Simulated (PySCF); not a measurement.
Species: `C[C@@H]1C[Si@@H]1C(F)(F)F`. The columns A, B, C and D hold Mulliken, IAO, Hirshfeld and ESP-fitted charges (e) of one PBE0/pcSseg-1 density (PySCF), in a shuffled order. Coordinates in Å (PBE0-D3(BJ)/def2-SVP); the density's dipole moment is (-1.47, -0.42, -1.65) D.

```tsv
atom	x	y	z	A	B	C	D
C1	-1.726	0.494	0.630	-0.545	-0.405	-0.206	-0.115
C2	-0.938	0.045	-0.578	+0.059	-0.343	-0.516	-0.104
C3	-0.279	-1.350	-0.574	-0.445	-0.526	-0.432	-0.166
Si4	0.919	0.057	-0.696	+0.015	+0.742	+0.604	+0.297
C5	1.898	0.451	0.915	+0.516	+0.560	+0.555	+0.173
F6	1.277	-0.050	1.996	-0.182	-0.281	-0.275	-0.084
F7	3.134	-0.069	0.893	-0.184	-0.280	-0.269	-0.102
F8	2.036	1.770	1.116	-0.189	-0.280	-0.269	-0.102
H9	-1.180	0.298	1.564	+0.177	+0.142	+0.117	+0.033
H10	-2.690	-0.038	0.689	+0.156	+0.139	+0.120	+0.040
H11	-1.937	1.573	0.590	+0.139	+0.145	+0.126	+0.043
H12	-1.428	0.279	-1.534	+0.109	+0.151	+0.155	+0.045
H13	-0.312	-1.883	0.384	+0.171	+0.159	+0.160	+0.046
H14	-0.467	-2.006	-1.431	+0.166	+0.159	+0.158	+0.048
H15	1.674	0.410	-1.919	+0.037	-0.083	-0.029	-0.051
```

Q: Which column most likely holds the ESP-fitted charges?

A: A. Σ q r misses the density's dipole by 0.03 D (A), 1.09 D (D), 1.21 D (C), 1.89 D (B). Charges fitted to the outside potential are the only set here that is tied to the molecule's multipoles.

Q: And the Hirshfeld charges?

A: D. The mean sizes are 0.097 e (D), 0.206 e (A), 0.266 e (C), 0.293 e (B), and Hirshfeld charges are commonly the smallest of these schemes.

As computed, A = ESP-fitted, B = IAO, C = Mulliken, D = Hirshfeld. Hydrogens on carbon: ESP-fitted +0.11 to +0.18, IAO +0.14 to +0.16, Mulliken +0.12 to +0.16, Hirshfeld +0.03 to +0.05 e.

The Hirshfeld scheme weights the molecular density at each point by an atom's share of the summed free-atom densities. The Mulliken scheme counts on each atom the diagonal of the density matrix times the overlap matrix over that atom's basis functions.

Isolated species at its PBE0-D3(BJ)/def2-SVP geometry, gas phase.

These values come from a run that also computed NMR shieldings. The run took 55 s of wall time (with the writing of density and orbital grids) on Arm Neoverse N1, one thread, no GPU, shared host with 64 logical CPUs at a one-minute load of 60, and the process peaked at 0.84 GiB of memory.

Conformer computed: `[CH3:1][C@@H:2]1[CH2:3][Si@@H:4]1[C:5]([F:6])([F:7])[F:8]`: C3–Si4–C5–F6 -20°.
